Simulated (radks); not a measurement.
The numbers below are computed, except where a source is named.
Task: All-electron atom: Co+ in [Ar] 3d8. Code: a radial shooting solver on a logarithmic mesh with Libxc functionals. Model: non-relativistic Kohn-Sham, Slater X-alpha with alpha = 0.667, spin-unpolarised, spherical densities, point nucleus. Some entries of the table are withheld. Estimate them.

| orbital | occ. | eigenvalue (eV) | r(max) (bohr) |
|---|---|---|---|
| 1s | 2 | (1) | 0.03756 |
| 2s | 2 | (2) | 0.2165 |
| 2p | 6 | -766.8088 | 0.1732 |
| 3s | 2 | (3) | 0.6782 |
| 3p | 6 | -66.8385 | (4) |
| 3d | 8 | -11.3220 | 0.6731 |

Result: 
(1) 1s eigenvalue (eV): -7500.871
(2) 2s eigenvalue (eV): -881.8164
(3) 3s eigenvalue (eV): -101.0733
(4) 3p r(max) (bohr): 0.6832
